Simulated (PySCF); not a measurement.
Two-dimensional NMR puzzle

Compound of formula C₅H₈Cl₂OSi. Correlations simulated from computed shifts and the bond graph:

HSQC (one-bond C–H):
```tsv
δH	δC
10.47	202.1
6.99	89.4
2.66	17.5
```

HMBC (two and three bonds, from the bond graph):
```tsv
δH	δC
10.47	172.8, 138.1
6.99	172.8, 138.1, 17.5
4.11	202.1, 172.8, 138.1
2.66	172.8, 138.1, 89.4
```

Carbons without hydrogens: δ 172.8, 138.1.

In vacuum, no relativistic terms, one averaged value for each set of equivalent atoms, a single conformation. Geometry: GFN2-xTB; shielding tensors at PBE0/pcSseg-1 (GIAO); PySCF.

References, each an isolated molecule treated in the same way: TMS for $^{1}$H, $^{13}$C.

Exchangeable hydrogens are left out of these lists.

Assemble the structure.

Answers

SMILES C/C(=C(/[SiH3])C=O)C(Cl)Cl.

Numbering as in the mapped SMILES `[CH3:1]/[C:2](=[C:3](/[SiH3:4])[CH:5]=[O:6])[CH:7]([Cl:8])[Cl:9]`. Hydrogens are named by the atom that carries them.

δC 202.1 is C5, an aldehyde carbonyl carbon (δH 10.47). δC 172.8 is C2, a β carbon of a C=C–C=O unit. δC 138.1 is C3, an α carbon of a C=C–C=O unit. δC 89.4 is C7, an allylic sp3 CH bonded to 2 Cl (δH 6.99). δC 17.5 is C1, an allylic methyl carbon (δH 2.66). HMBC from δH 10.47 reaches the proton-free carbons C2, C3. HMBC from δH 6.99 reaches the proton-free carbons C2, C3. HMBC from δH 4.11 reaches the proton-free carbons C2, C3. HMBC from δH 2.66 reaches the proton-free carbons C2, C3.

The shifts were computed for this structure.

Carbons that carry Cl, above all several Cl atoms, come out too deshielded, partly because spin–orbit coupling is missing. Shifts are as computed. Against solution values, carbons near 30 ppm lie about +3 ppm off and those near 130 ppm about +5 ppm; carbons on Cl a further +6 ppm. Of 1309 compounds with measured shifts, 239 miss one by over three times the rms of a fit or turn the order of signals round; such compounds aren't used in these exercises.
